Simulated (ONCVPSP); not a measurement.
**Ranking ONCV potentials for Si (Z = 14)**

All share these settings but for the change named:

- Element: Si (Z = 14)
- Generator: ONCVPSP 4.0.1
- Type: optimised norm-conserving Vanderbilt (ONCV)
- Functional: PW91
- Relativity: scalar-relativistic
- Frozen core: [Ne]
- Valence charge: 4
- Reference configuration: 3s1.5 3p2.5
- Partial waves: 3s: rc 1.40 bohr, ncon 4, nbas 8, qcut 4.3 1/bohr, local; 3p: rc 2.15 bohr, ncon 4, nbas 9, qcut 3.1 1/bohr, 3 projectors, debl 2.7 Ha
- Local potential: the s channel
- Core correction: Teter function, fcfact 6, rcfact 1.2

Test errors are all-electron minus pseudo excitation energies from the reference, over 3s2 3p2; 3s2 3p1; 3s2 3p0; 3s2 3p1.5. None of these files shows a bound ghost.

The base gives 6.9 meV.

Of 6 variants that were run, those that failed, showed a ghost or another fault, or gave nearly equal values are left out.

A variant can come out equal or close to the base, since the largest error may sit in a test that the change hardly touches while other tests move.

**Question.** Rank these variants by their largest absolute test error, smallest first.
A. p: rc 2.08
B. p: debl 2.85
C. p: ncon 3, nbas 8

**Answer.** C (5.8 meV), B (6.9 meV), A (8.0 meV).
